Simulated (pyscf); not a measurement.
H₂C=CH–BH–NH₂, singlet

Gas-phase minimum from PySCF at ωB97X-D3(BJ)/def2-SVP, one conformer. 

```
B
N 1 1.3993
H 2 1.0118 1 123.10
H 2 1.0133 3 113.71 1 -179.99
H 1 1.2143 2 118.26 3 0.00
C 1 1.5676 5 120.25 2 -180.00
C 6 1.3407 1 122.15 5 0.04
H 7 1.0968 6 120.91 1 -0.01
H 7 1.0969 8 116.32 6 -180.00
H 6 1.1006 7 117.49 8 -180.00
```
Charge 0, spin multiplicity 1.

Properties at ωB97X-D3(BJ)/def2-SVP:

| Quantity | Result |
|---|---|
| Harmonic wavenumbers, unscaled | 113, 247, 444, 480, 571, 710, 817, 928, 932, 1016, 1061, 1082, 1167, 1285, 1380, 1456, 1614, 1727, 2593, 3136, 3154, 3243, 3633, 3738 cm⁻¹ |
| Zero-point energy | 52.2 kcal/mol |
| Rotational symmetry number | 1 |
| Entropy of this conformer at 298 K and 1 atm, rigid rotor and harmonic oscillator, modes under 100 cm⁻¹ raised to 100 | 292.5 J/(mol K) |
| Dipole moment | 1.69 D |

Single-point totals, which compare only within one level (frozen core for MP2 and CC):

```json
[
 {"level": "ωB97X-D3(BJ)/def2-TZVP", "total energy (hartree)": "-159.58857"},
 {"level": "PBE/def2-TZVP", "total energy (hartree)": "-159.28401"},
 {"level": "r²SCAN/def2-TZVP", "total energy (hartree)": "-159.40545"},
 {"level": "B3LYP-D3(BJ)/def2-TZVP", "total energy (hartree)": "-159.53173"},
 {"level": "PBE0-D3(BJ)/def2-TZVP", "total energy (hartree)": "-159.31001"},
 {"level": "M06-2X/def2-TZVP", "total energy (hartree)": "-159.43237"},
 {"level": "ωB97M-D3(BJ)/def2-TZVP", "total energy (hartree)": "-159.55467"},
 {"level": "HF/def2-TZVPP", "total energy (hartree)": "-158.45287"},
 {"level": "MP2/def2-TZVPP", "total energy (hartree)": "-159.09201"},
 {"level": "CCSD/def2-TZVPP", "total energy (hartree)": "-159.12831"},
 {"level": "CCSD(T)/def2-TZVPP", "total energy (hartree)": "-159.15712"}
]
```

Soft torsions are taken as harmonic, which can shift the entropy by several J/(mol K). The CCSD(T) − MP2 part came from Ansatz, without density fitting, on the same reference.
